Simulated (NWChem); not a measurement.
System: C3H10Si; SMILES C[SiH](C)C

All runs: NWChem. Medium grid unless said otherwise, to which SCAN and Minnesota functionals are sensitive. Geometry: optimised at PBE0/def2-SVP.

Q: Order these by “dipole (D)”, lowest first: Hartree-Fock/def2-SVP; LDA (Slater exchange, VWN5)/def2-SVP; B3LYP/def2-SVP.

A: Hartree-Fock/def2-SVP (0.54), B3LYP/def2-SVP (0.59), LDA (Slater exchange, VWN5)/def2-SVP (0.65)
